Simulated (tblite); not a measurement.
Methyl furan-3-carboxylate, C₆H₆O₃.
Atom-mapped SMILES: `[CH3:1][O:2][C:3](=[O:4])[c:5]1[cH:6][cH:7][o:8][cH:9]1` (hydrogens: H10, H11, H12 on C1; H13 on C6; H14 on C7; H15 on C9)

Computed with GFN2-xTB (tblite), gas phase: nudged elastic band of 9 images (0 to 8), spring 0.2 eV/Å², climbing image at the end, force threshold 0.05 eV/Å. The top image wasn't refined or checked by frequencies; at this threshold it can lie a kcal/mol or more above the true saddle point of the method.

Path: rotation about C5–C3 (substituted aromatic carbon, ester carbonyl carbon), followed by the dihedral C9–C5–C3–O2. Start geometry (image 0):
```
atom  x, y, z in Å
C1     -2.843    0.257   -0.195
O2     -1.440    0.466   -0.220
C3     -0.690   -0.571    0.185
O4     -1.152   -1.622    0.556
C5      0.742   -0.263    0.120
C6      1.371    0.945   -0.302
C7      2.704    0.727   -0.174
O8      2.943   -0.515    0.291
C9      1.764   -1.109    0.467
H10    -3.296    1.179   -0.549
H11    -3.175    0.031    0.821
H12    -3.113   -0.579   -0.844
H13     0.878    1.829   -0.646
H14     3.555    1.349   -0.369
H15     1.748   -2.115    0.835
```

The converged band, energies from image 0, some withheld:

| image | dihedral (°) | C9–C5 (Å) | C5–C3 (Å) | C3–O2 (Å) | C9–C5–C3 (°) | C5–C3–O2 (°) | E (kJ/mol) |
| --- | --- | --- | --- | --- | --- | --- | --- |
| 0 | 180 | 1.372 | 1.466 | 1.342 | 126.0 | 111.7 | 0.0 |
| 1 | -160 | 1.371 | 1.467 | 1.341 | 125.5 | 111.8 | 1.8 |
| 2 | -139 | 1.369 | 1.472 | 1.340 | 125.6 | 111.6 | 7.2 |
| 3 | -116 | 1.366 | 1.480 | 1.338 | 126.1 | 111.2 | ? |
| 4 | -92 | 1.365 | 1.484 | 1.337 | 127.0 | 110.7 | ? |
| 5 | -67 | 1.366 | 1.480 | 1.338 | 127.6 | 110.5 | 14.5 |
| 6 | -44 | 1.368 | 1.472 | 1.341 | 127.7 | 110.4 | 8.2 |
| 7 | -22 | 1.370 | 1.467 | 1.344 | 127.7 | 110.5 | ? |
| 8 | 0 | 1.371 | 1.466 | 1.345 | 128.3 | 111.5 | 1.0 |

**Question.** Estimate the withheld energies, and name the highest image.

**Answer.** image 3: 14.0 kJ/mol; image 4: 17.3 kJ/mol; image 7: 3.0 kJ/mol. The highest is image 4.

**Question.** Between which neighbours does the energy rise most, and fall most?

**Answer.** It rises most from image 2 to 3 (+6.8 kJ/mol) and falls most from image 5 to 6 (-6.3 kJ/mol).

**Question.** Give the height of the top above the start in other units, and in kT at 298.15 K.

**Answer.** 0.1797 eV = 4.14 kcal/mol = 17.3 kJ/mol = 1449 cm⁻¹, or 7.0 kT.

**Question.** What forces remain on the atoms at the highest image?

**Answer.** 
```
atom  x, y, z in Å  |  force x, y, z in eV/Å
C1     -2.860   -0.077   -0.403   -0.003   0.000  -0.003
O2     -1.452    0.035   -0.568    0.001  -0.007  -0.011
C3     -0.712   -0.189    0.522    0.000  -0.001  -0.011
O4     -1.167   -0.445    1.605   -0.005   0.001   0.000
C5      0.735   -0.089    0.205    0.001  -0.011   0.024
C6      1.551    1.074    0.265   -0.004  -0.009  -0.006
C7      2.801    0.663   -0.079   -0.001   0.002   0.017
O8      2.813   -0.651   -0.343    0.006   0.006   0.020
C9      1.566   -1.104   -0.169    0.009   0.002   0.015
H10    -3.295    0.114   -1.380   -0.010   0.005   0.001
H11    -3.217    0.651    0.328    0.005   0.006   0.001
H12    -3.117   -1.080   -0.056   -0.018   0.001   0.004
H13     1.237    2.063    0.529    0.007  -0.011   0.000
H14     3.730    1.192   -0.153    0.001   0.005  -0.031
H15     1.383   -2.149   -0.324    0.012   0.012  -0.022
```

The largest is 0.031 eV/Å, against the threshold of 0.05 eV/Å on the band's forces.

The cost below is that of the whole band run. Time: 2.1 s wall; peak memory 0.18 GiB. Hardware: Intel Xeon 6975P-C, one thread, no GPU, shared host.
